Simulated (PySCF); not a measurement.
Excited states of Ca (calcium, neutral)

Ground state [Ar] 4s2, ¹S. All numbers are calculated (PySCF 2.14, the spin-free X2C one-electron Hamiltonian (Gaussian nucleus), in aug-cc-pwCVTZ-X2C with one added diffuse shell each of s, p, d, f type (10s9p7d4f, 100 functions)). Vertical excitation energies in eV without spin-orbit coupling; excited terms of each kind are numbered among those the solver found. Frozen: nothing.

| term | leading excitation | EOM-EE-CCSD | measured centre of gravity (NIST) |
| --- | --- | --- | --- |
| 1 3P° | 4s → p | 1.881 | 1.892 (4s4p) |
| 1 3D | 4s → d | 2.721 | n/a |
| 1 1D | 4s → d | 2.954 | n/a |
| 1 1P° | 4s → p | 3.061 | 2.933 (4s4p) |
| 1 3S | 4s → s | 3.915 | 3.910 (4s5s) |
| 1 1S | 4s → s | 4.171 | 4.131 (4s5s) |
| 2 3P° | 4s → p | 4.588 | n/a |
| 2 1P° | 4s → p | 4.663 | n/a |
| 2 1D | 4s → d | 4.730 | n/a |
| 2 3D | 4s → d | 4.739 | n/a |
| 2 3S | 4s → s | 5.053 | n/a |
| 2 1S | 4s → s | 5.133 | n/a |
| 1 1F° | 4s → f | 5.786 | n/a |
| 1 3F° | 4s → f | 5.968 | n/a |

Only the lower part of the computed list is shown. Doubly excited terms such as np² are absent. The solver can miss terms. Rydberg members are limited by the diffuse functions of the basis.
